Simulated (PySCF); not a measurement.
**First-order multiplets**

Mapped SMILES: `[NH2:1][GeH2:2][GeH3:3]`. Hydrogens are named by the atom that carries them.

Computational details: J couplings at B3LYP/pcJ-1 (pcSseg-1 on Ge) (spin–dipole term only in couplings to heteroatoms), PBE0-D3(BJ)/def2-SVP geometry, σ from GIAO-PBE/pcSseg-2, in PySCF 2.14 (relativity neglected, equivalent nuclei averaged, single conformer, isolated molecule).

Scale: TMS for $^{1}$H (31.18 ppm) (reference shieldings calculated alike).

Spectrometer: 400 MHz for $^{1}$H. First-order analysis; couplings under 1 Hz (under 4 Hz in carbon signals) are ignored, and nearly equal couplings are merged; the smaller ones broaden or split the lines further.

Problem. What pattern does H(Ge2) show ($^{1}$H)?

Solution. A quartet at δ 5.25: 3.0 Hz to H(Ge3) (3 × $^{1}$H, 3 bonds away). Lines in Hz from the centre (relative intensity): +4.5 (1), +1.5 (3), -1.5 (3), -4.5 (1). The outer lines are 9.0 Hz apart, the sum of the couplings kept, or 0.022 ppm at this field.

Problem. What pattern does H(Ge3) show ($^{1}$H)?

Solution. A triplet at δ 3.66: 3.0 Hz to H(Ge2) (2 × $^{1}$H, 3 bonds away). Lines in Hz from the centre (relative intensity): +3.0 (1), +0.0 (2), -3.0 (1). The outer lines are 6.0 Hz apart, the sum of the couplings kept, or 0.015 ppm at this field.

Relativistic effects, spin–orbit coupling among them, are left out; they matter for Ge and for the light atoms bonded to it. The OH or NH signal is concentration- and solvent-dependent in practice; the value given is the gas-phase one.
